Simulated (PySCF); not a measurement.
# C₆ coefficients of unlike pairs at wB97X-V

Calculated with PySCF 2.14 from the dipole response of each species, C₆(A,B) = (3/π) ∫ α_A(iu) α_B(iu) du, in atomic units, from isotropic polarisabilities. For ions this is the dispersion term alone; charge-induced terms of lower order in 1/R come first.

| species | configuration | basis | relativity | α (bohr³) | C₆ (like pair) |
| --- | --- | --- | --- | --- | --- |
| Be⁺ | [He] 2s1 (2S) | aug-cc-pVTZ with one added diffuse shell each of s, p, d, f type (6s5p4d3f) | none | 22.99 | 63.49 |
| Sn⁺ | [Kr] 4d10 5s2 5p1 (2P) | def2-QZVPPD with the def2 core potential (28 electrons) (8s6p5d4f1g) | core potential | 27.23 | 211.5 |
| Ge | [Ar] 3d10 4s2 4p2 (3P) | aug-cc-pVTZ-PP with one added diffuse shell each of s, d, f type with ECP10MDF (7s5p5d3f) | core potential | 42.20 | 364.0 |

Task: Estimate C₆ for Ge with Be⁺.

Result: The integral gives 146.5. The combination rule 2 C_A C_B / (C_A α_B/α_A + C_B α_A/α_B) gives 146.8 and the geometric mean 152.0.

No spin-orbit coupling is included.

The other pairs:

```json
{"pair": "Sn⁺, Be⁺", "C₆": "105.6"}
{"pair": "Ge, Sn⁺", "C₆": "273.1"}
```
